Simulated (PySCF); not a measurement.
Compound: C5H15NOSi.
InChI=1S/C5H15NOSi/c1-5(2)8(7)6(3)4/h5,7-8H,1-4H3/t8-/m0/s1

Torsions of this conformer, `[CH3:1][CH:2]([CH3:3])[Si@H:4]([OH:5])[N:6]([CH3:7])[CH3:8]`: C1–C2–Si4–O5 -63°, C2–Si4–N6–C7 167°, H–O5–Si4–C2 -68°.

The closed-shell ground state was solved at several levels (PySCF, density fitting, gas phase, non-relativistic). One conformer (not necessarily the lowest) at the PBE0-D3(BJ)/def2-SVP geometry, without solvent, vibrations or thermal averaging.

```tsv
level	basis functions	HOMO (eV)	LUMO (eV)	gap (eV)	dipole (D)
PBE0/pcSseg-1	218	-6.32	0.89	7.21	2.02
mPW1PW91/pcSseg-1	218	-6.35	0.90	7.25	2.02
```

Question: What might B3LYP/def2-SVPD (287 basis functions) give for the same quantities?

Answer: HOMO -6.16 eV, LUMO 0.03 eV, gap 6.19 eV, dipole 1.94 D.

Question: Over all these levels, which gives the widest orbital gap and which the narrowest?

Answer: mPW1PW91/pcSseg-1 (global hybrid, 25 % exact exchange) has the widest, 7.25 eV, and B3LYP/def2-SVPD (global hybrid, 20 % exact exchange) the narrowest, 6.19 eV. Functional and basis both differ between the two, so the spread mixes both effects.

Question: How far do the dipole and the HOMO energy spread over the levels?

Answer: The dipole runs from 1.94 to 2.02 D (mean 1.99 D) and the HOMO from -6.35 to -6.16 eV.
